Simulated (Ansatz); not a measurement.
Start from `C[S][AlH][Cl]` and change one element to get `CSBCl`.

Ansatz, PBE0-D4/def2-TZVP geometries, multiplicity 1. Each molecule was computed in one conformer, which needn't be the lowest.

```csv
property,`C[S][AlH][Cl]`
size of the dipole moment (PBE/def2-TZVPP) / D,2.45
LUMO energy (PBE0/def2-TZVPP) / eV,-1.11
HOMO energy (ωB97M-V/def2-TZVPP) / eV,-9.57
HOMO–LUMO gap (PBE/def2-TZVPP) / eV,4.39
HOMO–LUMO gap (ωB97M-V/def2-TZVPP) / eV,10.11
"ideal-gas entropy at 298 K and 1 bar (rigid rotor, harmonic PBE0-D4/def2-TZVP) / J/(mol·K)",346
```

(1) Give the same properties after the change, and the shifts. (Estimate.)

Results:

(1) Computed: 
```tsv
property	`CSBCl`	shift
size of the dipole moment (PBE/def2-TZVPP) / D	2.44	-0.01
LUMO energy (PBE0/def2-TZVPP) / eV	-1.08	0.03
HOMO energy (ωB97M-V/def2-TZVPP) / eV	-9.85	-0.28
HOMO–LUMO gap (PBE/def2-TZVPP) / eV	4.58	0.19
HOMO–LUMO gap (ωB97M-V/def2-TZVPP) / eV	10.77	0.66
ideal-gas entropy at 298 K and 1 bar (rigid rotor, harmonic PBE0-D4/def2-TZVP) / J/(mol·K)	323	-23
```

Dipoles are sizes alone; their direction can turn.
